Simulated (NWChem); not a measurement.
System: SiH4TeSO; SMILES [SiH3]O[Te]S

Here is an NWChem input.

```
start job
memory heap 200 mb stack 900 mb global 1100 mb
geometry units angstroms noautoz
  Te     0.487768    -0.578264     0.110327
  S     -1.763481    -1.355958    -0.034418
  H     -1.714236    -1.832930    -1.300852
  O      0.324017     1.246897    -0.688747
  Si    -0.301880     2.564978     0.136740
  H     -1.732186     2.343799     0.509733
  H     -0.198295     3.729573    -0.788190
  H      0.478935     2.839672     1.383204
end
basis spherical
  * library def2-svp
end
ecp
  Te library def2-ecp
end
dft
  xc xtpss03 ctpss03
  iterations 150
  mulliken
end
task dft energy
```

Excerpt of the output:

```
             Northwest Computational Chemistry Package (NWChem) 7.3.0
             --------------------------------------------------------

 C1  symmetry detected

                             Geometry "geometry" -> ""
                             -------------------------

 Output coordinates in angstroms (scale by  1.889725989 to convert to a.u.)

  No.       Tag          Charge          X              Y              Z
 ---- ---------------- ---------- -------------- -------------- --------------
    1 Te                  52.0000     0.63936680    -0.52046290     0.05211705
    2 S                   16.0000    -1.50899135    -1.55820348     0.01296500
    3 H                    1.0000    -1.47505933    -2.00753194    -1.26403735
    4 O                    8.0000     0.21685201     1.28365431    -0.69834192
    5 Si                  14.0000    -0.51276979     2.50583990     0.18733736
    6 H                    1.0000    -1.88377429     2.11073995     0.63237878
    7 H                    1.0000    -0.59939781     3.68776794    -0.71712301
    8 H                    1.0000     0.29898037     2.85335766     1.39526718

 Effective nuclear repulsion energy (a.u.)     562.9198994533

                                 NWChem DFT Module
                                 -----------------

 Summary of "ao basis" -> "ao basis" (spherical)
 ------------------------------------------------------------------------------
       Tag                 Description            Shells   Functions and Types
 ---------------- ------------------------------  ------  ---------------------
 Te                         def2-svp                10       26   4s4p2d
 S                          def2-svp                 8       18   4s3p1d
 H                          def2-svp                 3        5   2s1p
 O                          def2-svp                 6       14   3s2p1d
 Si                         def2-svp                 8       18   4s3p1d

            General Information
            -------------------
          SCF calculation type: DFT
          Wavefunction type:  closed shell.
          No. of atoms     :     8
          No. of electrons :    66
           Alpha electrons :    33
            Beta electrons :    33
          Charge           :     0
          Spin multiplicity:     1
          Use of symmetry is: off; symmetry adaption is: off
          Maximum number of iterations: 150
          AO basis - number of functions:    96
                     number of shells:    44
          Convergence on energy requested:  1.00D-06
          Convergence on density requested:  1.00D-05
          Convergence on gradient requested:  5.00D-04

              XC Information
              --------------
                  TPSS metaGGA Exchange Functional  1.000
             TPSS03 metaGGA Correlation Functional  1.000

             Grid Information
             ----------------
          Grid used for XC integration:  medium
          Radial quadrature: Mura-Knowles
          Angular quadrature: Lebedev.
          Tag              B.-S. Rad. Rad. Pts. Rad. Cut. Ang. Pts.
          ---              ---------- --------- --------- ---------
          Te                  1.40      123          11.0       590
          S                   1.00       88          13.0       590
          H                   0.35       45          13.0       434
          O                   0.60       49          10.0       434
          Si                  1.10       88          12.0       590
          Grid pruning is: on
          Number of quadrature shells:   528
          Spatial weights used:  Erf1

      Superposition of Atomic Density Guess
      -------------------------------------

 Sum of atomic energies:       -1073.99785109

      Non-variational initial energy
      ------------------------------

 Total energy =   -1030.509823
 1-e energy   =   -2167.652132
 2-e energy   =     813.382522
 HOMO         =      -0.215805
 LUMO         =      -0.056257

     ---------------------------------------------
      Total Density - Mulliken Population Analysis
     ---------------------------------------------

    Atom       Charge   Shell Charges
 -----------   ------   -------------------------------------------------------
    1 Te  24    23.36   1.77  0.27  1.21  0.63  2.90  3.13  1.69  1.64  9.85  0.26
    2 S   16    16.27   2.00  1.99  1.20  0.65  5.94  1.70  2.75  0.03
    3 H    1     0.81   0.59  0.19  0.03
    4 O    8     8.99   1.99  1.11  0.72  3.05  2.12  0.01
    5 Si  14    13.28   2.00  1.99  0.96  0.26  5.94  1.02  0.91  0.19
    6 H    1     1.10   0.71  0.38  0.01
    7 H    1     1.10   0.70  0.39  0.01
    8 H    1     1.10   0.70  0.38  0.01

   convergence    iter        energy       DeltaE   RMS-Dens  Diis-err
 ---------------- ----- ----------------- --------- --------- ---------
 d= 0,ls=0.0,diis     1  -1032.9600541000 -1.36D+03  2.41D-02  6.40D-01
 d= 0,ls=0.0,diis     2  -1032.3176188808  6.42D-01  1.88D-02  6.20D+00
 d= 0,ls=0.0,diis     3  -1033.0317035501 -7.14D-01  5.45D-03  9.65D-02
 d= 0,ls=0.0,diis     4  -1033.0381300953 -6.43D-03  3.08D-03  5.03D-02
 d= 0,ls=0.0,diis     5  -1033.0460074462 -7.88D-03  9.39D-04  5.77D-03
  Resetting Diis
 d= 0,ls=0.0,diis     6  -1033.0470738891 -1.07D-03  1.34D-04  1.16D-04
 d= 0,ls=0.0,diis     7  -1033.0470955683 -2.17D-05  5.54D-05  6.02D-06
 d= 0,ls=0.0,diis     8  -1033.0470945766  9.92D-07  3.39D-05  1.53D-05
 d= 0,ls=0.0,diis     9  -1033.0470962452 -1.67D-06  1.24D-05  2.44D-06
 d= 0,ls=0.0,diis    10  -1033.0470965259 -2.81D-07  2.25D-06  3.67D-08

         Total DFT energy =    -1033.047096525866
      One electron energy =    -2169.331741907982
           Coulomb energy =      889.958727554538
    Exchange-Corr. energy =      -77.433869873174
 Nuclear repulsion energy =      323.759787700752

 Numeric. integr. density =       66.000033257974

[...]
```

Level: TPSS/def2-SVP with def2 effective core potentials on Te. Geometry: optimised at PBE0/def2-SVP. def2 effective core potentials on Te; no spin-orbit coupling.
